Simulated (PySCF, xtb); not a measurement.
SbHF2, SMILES [F][SbH][F].

Harmonic wavenumbers (cm⁻¹) from GFN2-xTB (xtb) at its own minimum, in rising order: 135, 400, 412, 563, 602, 1681.

Q: What does B3LYP-D3(BJ)/def2-TZVP (PySCF) give at its own minimum? (An estimate is asked for; the answer gives what the named calculation found.)

A: 199, 605, 619, 648, 680, 1891. Paired by order, the mean absolute difference is 141 cm⁻¹ and the zero-point energies are 5.4 and 6.6 kcal/mol.
